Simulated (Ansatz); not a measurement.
BCl3FHSi (`FB[Si](Cl)(Cl)Cl`), relaxed with RKS PBE-D4/def2-SVP in the Gaussian-basis code of Ansatz from a rough embedded geometry. The force threshold is 0.03 eV/Å; the program also tests the step.

The species carries charge 0 and has multiplicity 1.

Start:

```xyz
7

F     1.682    0.695    1.463
B     0.679    0.906    0.423
Si   -0.420   -0.563   -0.281
Cl    0.784   -1.936   -1.121
Cl   -1.698    0.224   -1.765
Cl   -1.572   -1.357    1.280
H     0.545    2.031    0.000
```

Problem. By how much does the energy fall, and how many steps does the optimiser take? (Estimate.)

Solution. The calculation gave: 42.20 kJ/mol, in 17 steps, 3 of them rejected.

Problem. Which bonds change most? (Estimate.)

Solution. Ansatz gave: F1–B2 from 1.460 to 1.324 Å; B2–Si3 from 1.965 to 2.033 Å; Si3–Cl4 from 2.010 to 2.070 Å; Si3–Cl5 from 2.111 to 2.075 Å.

Problem. Give the relaxed structure. (Estimate.)

Solution. The calculation gave: 
```xyz
7

F     2.012    0.824    0.642
B     0.704    0.955    0.479
Si   -0.404   -0.566   -0.291
Cl    0.718   -2.213   -0.852
Cl   -1.436    0.140   -1.947
Cl   -1.776   -1.146    1.156
H     0.182    2.006    0.811
```
